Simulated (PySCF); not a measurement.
LDA on Se²⁺ (selenium, charge +2)

Configuration: [Ar] 3d10 4s2 4p2, high-spin 3P determinant. Computed with PySCF 2.14 in aug-cc-pVQZ-DK, with scalar relativity by spin-free X2C-1e.

```json
{
  "Total energy": "-2425.078 hartree",
  "One-electron energy": "-3349.859 hartree",
  "Hartree (Coulomb) energy": "1009.073 hartree",
  "Exchange-correlation energy": "-84.291 hartree",
  "⟨S²⟩": "2.0008",
  "⟨L²⟩": "2.006",
  "Sum of ⟨r⟩": "19.81 bohr",
  "Sum of ⟨r²⟩": "23.84 bohr²",
  "Traceless quadrupole moment −½Σ⟨3z² − r²⟩ along its main axis": "1.65 e·bohr²",
  "Langevin diamagnetic susceptibility": "-18.9 ×10⁻⁶ cm³/mol"
}
```

| shell | electrons | mean orbital energy (eV) | spread (eV) | rms radius, mean of both spins (bohr) |
| --- | --- | --- | --- | --- |
| 1s α | 1 | -12492.9 | 0 | 0.0508 |
| 1s β | 1 | -12492.7 | 0 | 0.0508 |
| 2s α | 1 | -1627.8 | 0 | 0.213 |
| 2s β | 1 | -1627.7 | 0 | 0.213 |
| 2p α | 3 | -1436.7 | 0.169 | 0.189 |
| 2p β | 3 | -1436.6 | 0.250 | 0.189 |
| 3s α | 1 | -235.55 | 0 | 0.617 |
| 3s β | 1 | -235.37 | 0 | 0.617 |
| 3p α | 3 | -175.69 | 0.540 | 0.639 |
| 3p β | 3 | -175.48 | 0.685 | 0.639 |
| 3d α | 5 | -76.485 | 0.509 | 0.702 |
| 3d β | 5 | -76.192 | 0.696 | 0.702 |
| 4s α | 1 | -38.612 | 0 | 1.80 |
| 4s β | 1 | -36.794 | 0 | 1.80 |
| 4p α | 2 | -26.317 | 0 | 2.11 |

Densities and radii are taken from the X2C orbitals without a picture-change correction, which distorts them close to the nucleus.
